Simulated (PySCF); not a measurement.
Working out the ionisation energy of Sb+

Sb+ [Kr] 4d10 5s2 5p2 (3P) → Sb(2+) [Kr] 4d10 5s2 5p1 (2P). Computed with PySCF 2.14 in def2-TZVP with the def2 core potential (28 electrons) (6s5p3d2f, 50 functions), with scalar relativity through the core potential. Frozen: 4s2 4p6 4d10. Energies in hartree (1 hartree = 27.21139 eV):

```tsv
part	Sb+ (lower)	Sb(2+) (upper)
UHF	-238.961828	-238.373519
CCSD correlation	-0.058758	-0.046098
(T)	-0.001384	-0.000597
```

**Question.** What does Hartree-Fock give?

**Answer.** (-238.373519) − (-238.961828) = 0.588309 hartree = 16.009 eV.

**Question.** What do CCSD and CCSD(T) give?

**Answer.** The CCSD correlation energies differ by 0.012660 hartree = 0.344 eV and the triples by 0.000787 hartree = 0.021 eV, so CCSD gives 16.353 eV and CCSD(T) 16.374 eV.

Reference: 16.626 ± 0.025 eV (measured; NIST Atomic Spectra Database, ionization energies), between the lowest levels; spin-orbit coupling is absent from the calculation.

What remains against the reference includes basis incompleteness, the frozen core and higher excitations.
